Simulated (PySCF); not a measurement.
A structure optimised at r2SCAN-D4/def2-SVP, used in a PySCF frequency run:

```xyz
11

O      0.5320    -1.4542    -1.0366
Si     0.0000     0.0000    -0.4505
O     -1.5254     0.2663    -1.0366
O      0.9934     1.1879    -1.0366
Si     0.0000     0.0000     1.8941
H      1.4549    -1.6847    -0.8781
H     -2.1865    -0.4176    -0.8781
H      0.7316     2.1023    -0.8781
H      1.3513    -0.3542     2.4341
H     -0.9824    -0.9931     2.4341
H     -0.3689     1.3474     2.4341
```

Problem. Write its SMILES, formula and point group.

Solution. O[Si](O)(O)[SiH3], H₆O₃Si₂, C3

Problem. What are its rotational constants (standard atomic weights)?

Solution. 3.7168, 2.0538, 2.0538 GHz
